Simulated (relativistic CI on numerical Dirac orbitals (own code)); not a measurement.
**Level scheme of Cs²⁶⁺**

Method of calculation: Dirac-Coulomb-Breit CI, orbitals from a KLI potential per configuration, model QED, unscaled Slater integrals (own radial code, finite nucleus).

CI space (outside the closed core [Ar]): 3d¹⁰4s, 3d¹⁰4p, 3d¹⁰4d, 3d¹⁰4f, 3d¹⁰5s, 3d¹⁰5p, 3d¹⁰5d, 3d¹⁰5f, 3d¹⁰5g, 3d¹⁰6s, 3d¹⁰6p, 3d¹⁰6d, 3d⁹4s², 3d¹⁰6f, 3d¹⁰7s, 3d⁹4s4p, 3d¹⁰8s, 3d⁹4s4d, 3d⁹4s4f, 3d⁹4s5s, 3d⁹4s5p, 3d⁹4s5d, 3d⁹4s5f. Double excitations out of closed p, d and f shells are left out; levels of such configurations are missing from the list, as are those of other unlisted configurations, and high levels can miss mixing partners.

The lowest level is 3d¹⁰4s ²S1/2, with 100 % of that term; Hund's rules for 3d¹⁰4s give ²S with J = 1/2, in agreement.

| No. | Configuration | Term | J | E (Ry) | % | Landé g | jj configuration (%) |
| --- | --- | --- | --- | --- | --- | --- | --- |
| 1 | 3d¹⁰4s | ²S | 1/2 | 0.0000 | 100 | 1.999 | 4s (100) |
| 2 | 3d¹⁰4p | ²P° | 1/2 | 4.0336 | 100 | 0.663 | 4p1/2 (100) |
| 3 | 3d¹⁰4p | ²P° | 3/2 | 5.5185 | 100 | 1.332 | 4p3/2 (100) |
| 4 | 3d¹⁰4d | ²D | 3/2 | 12.0865 | 100 | 0.798 | 4d3/2 (100) |
| 5 | 3d¹⁰4d | ²D | 5/2 | 12.3820 | 100 | 1.199 | 4d5/2 (100) |
| 6 | 3d¹⁰4f | ²F° | 5/2 | 19.3590 | 100 | 0.855 | 4f5/2 (100) |
| 7 | 3d¹⁰4f | ²F° | 7/2 | 19.4018 | 100 | 1.142 | 4f7/2 (100) |
| 8 | 3d¹⁰5s | ²S | 1/2 | 27.9244 | 100 | 2.001 | 5s (100) |
| 9 | 3d¹⁰5p | ²P° | 1/2 | 29.8230 | 100 | 0.664 | 5p1/2 (100) |
| 10 | 3d¹⁰5p | ²P° | 3/2 | 30.4933 | 100 | 1.333 | 5p3/2 (100) |
| 11 | 3d¹⁰5d | ²D | 3/2 | 33.5247 | 100 | 0.798 | 5d3/2 (100) |
| 12 | 3d¹⁰5d | ²D | 5/2 | 33.6634 | 100 | 1.199 | 5d5/2 (100) |
| 13 | 3d¹⁰5f | ²F° | 5/2 | 36.7086 | 100 | 0.856 | 5f5/2 (100) |
| 14 | 3d¹⁰5f | ²F° | 7/2 | 36.7370 | 100 | 1.142 | 5f7/2 (100) |
| 15 | 3d¹⁰5g | ²G | 7/2 | 37.9489 | 100 | 0.888 | 5g7/2 (100) |
| 16 | 3d¹⁰5g | ²G | 9/2 | 37.9594 | 100 | 1.111 | 5g9/2 (100) |
| 17 | 3d¹⁰6s | ²S | 1/2 | 41.3901 | 100 | 2.001 | 6s (100) |
| 18 | 3d¹⁰6p | ²P° | 1/2 | 42.4265 | 100 | 0.665 | 6p1/2 (100) |
| 19 | 3d¹⁰6p | ²P° | 3/2 | 42.7883 | 100 | 1.333 | 6p3/2 (100) |
| 20 | 3d¹⁰6d | ²D | 3/2 | 44.4397 | 100 | 0.799 | 6d3/2 (100) |
| 21 | 3d¹⁰6d | ²D | 5/2 | 44.5167 | 100 | 1.200 | 6d5/2 (100) |
| 22 | 3d⁹4s² | ²D | 5/2 | 45.6652 | 100 | 1.195 | 3d5/2^5 (100) |
| 23 | 3d¹⁰6f | ²F° | 5/2 | 46.1517 | 100 | 0.856 | 6f5/2 (100) |
| 24 | 3d¹⁰6f | ²F° | 7/2 | 46.1697 | 100 | 1.143 | 6f7/2 (100) |
| 25 | 3d⁹4s² | ²D | 3/2 | 46.7484 | 100 | 0.794 | 3d3/2^3 3d5/2^6 (100) |
| 26 | 3d¹⁰7s | ²S | 1/2 | 48.9403 | 100 | 2.002 | 7s (100) |
| 27 | 3d⁹4s4p | ⁴P° | 5/2 | 49.0018 | 45 | 1.359 | 3d5/2^5 4s 4p1/2 (98) |
| 28 | 3d⁹4s4p | ²F° | 5/2 | 49.2552 | 46 | 1.103 | 3d5/2^5 4s 4p1/2 (90) |
| 29 | 3d⁹4s4p | ⁴F° | 7/2 | 49.2873 | 50 | 1.256 | 3d5/2^5 4s 4p1/2 (92) |
| 30 | 3d⁹4s4p | ²D° | 3/2 | 49.3605 | 26 | 1.173 | 3d5/2^5 4s 4p1/2 (92) |

Energies count from the lowest computed level; ° marks odd parity. Filled j subshells are mostly left out of the jj labels.

The mean weight of the leading LS term, summed over parents, in these 30 levels is 92 %, and that of the leading jj configuration (from the same eigenvectors) 99 %.

At this charge energies of transitions that change n are usually good to better than 1 %, and those within a shell (Δn = 0) to a few per cent.

LS names give the leading component of a level, which can be under half, so a name can repeat, a term be missing and a line seem to break the LS rules.
